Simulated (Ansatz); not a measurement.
```yaml
crystal:
  periodic: [false, false, false]
  atoms:
    - {symbol: Hg, position_ang: [-0.000009, -0.000006, -0.000002]}
    - {symbol: Br, position_ang: [-0.017079, -0.021383, 2.415800]}
    - {symbol: Br, position_ang: [0.017088, 0.021388, -2.415807]}
basis:
  gaussian: {orbitals: def2-SVPD, final_grid: {core_spheres: 8, valence_spheres: 7, degree: 23}}
magnetization: {spin_polarized: true, initial_magnetization: 0}
hamiltonian: {xc: {name: rPW86-PBE}}
scf: {omitted_lower_state_checks: [starts]}
```

```sh
$ ansatz run in.yaml --threads 2 --pin off --events-out ev --progress --plain --max-ram 4352MiB
```

It prints (some lines left out):

```
Functional definition: rPW86-PBE
1201 factors; their error is unknown
mean field evaluation 1: about -144303.1991 eV, gradient 2.1e1 eV
mean field evaluation 2: about -144295.9448 eV, gradient 4.1e1 eV
mean field evaluation 4: about -144305.5801 eV, gradient 1.1e0 eV
mean field evaluation 8: about -144305.5292 eV, gradient 2.3e-2 eV
mean field -144305.52920718 eV, -5303.1303845630 hartree, gradient 3.1e-5 eV, S^2 0.000000; 0 other end points of the search recorded, 0 dependent functions left out
reference -144305.52931211 eV, -5303.1303884192 hartree; 45, 45 occupied and 72, 72 virtual orbitals, 1201 factors
Total energy: -144305.52931211 eV, -5303.1303884192 hartree
Checks for a lower state left out: starts
```

Hardware: 2 threads of Arm Neoverse V2 on a shared host. Wall time 2.6 s.

In the def2 sets Hg takes a core potential; there is no spin–orbit coupling.
